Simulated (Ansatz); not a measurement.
Two isomers of C2H4ClNOSi: A = `C[SiH](Cl)N=C=O`, B = `O[SiH](Cl)C1=CN1`.

Gas-phase electronic energies from Ansatz, PBE0-D4/def2-TZVP geometries. CCSD(T)/CBS is the MP2 limit (def2-TZVPP, def2-QZVPP) plus CCSD(T) − MP2 in def2-TZVPP, frozen cores. Functionals use def2-TZVPP. B3LYP here is the variant with VWN-RPA as its local correlation; programs differ in this. Each species was taken in one conformer, which may not be the lowest.

A:

```xyz
10

C     0.917   -0.112    1.332
Si   -0.618   -0.082    0.308
Cl   -1.613    1.693    0.595
N    -0.207   -0.227   -1.343
C    -0.288    0.023   -2.510
O    -0.328    0.233   -3.652
H     1.573    0.718    1.063
H     1.457   -1.048    1.172
H     0.669   -0.028    2.392
H    -1.560   -1.170    0.642
```

B:

Z-matrix (Å, degrees):
```
Si
Cl 1 2.051
C 1 1.822 2 105.8
O 1 1.628 2 112.4 3 121.5
H 1 1.472 2 108.4 3 -121.3
C 3 1.281 1 159.5 2 5.7
N 3 1.562 1 138.7 2 161.4
H 4 0.959 1 118.2 2 -76.4
H 6 1.077 3 152.6 1 -12.4
H 7 1.024 3 107.9 1 90.3
```

(1) Which is lower in electronic energy at CCSD(T)/CBS, and by how much? (Estimate.)

(2) Give E(B) − E(A) in kJ/mol with B3LYP-D4, CCSD/def2-TZVPP, CCSD(T)/def2-TZVPP, HF/def2-TZVPP, MP2/def2-TZVPP, r2SCAN-D4, PBE-D4. (An estimate is asked.)

Largest T1 diagnostic: 0.014.

Results:

(1) Ansatz gave: A, by 320.3 kJ/mol.

(2) Ansatz gave: B3LYP-D4 350.5, CCSD/def2-TZVPP 332.7, CCSD(T)/def2-TZVPP 330.4, HF/def2-TZVPP 375.6, MP2/def2-TZVPP 337.8, r2SCAN-D4 351.4, PBE-D4 339.1. None reverses the order clearly.

In def2-TZVPP, CCSD(T) changes the Hartree–Fock value by −45.1 kJ/mol (the triples alone add −2.3 kJ/mol) and MP2 by −37.8 kJ/mol.
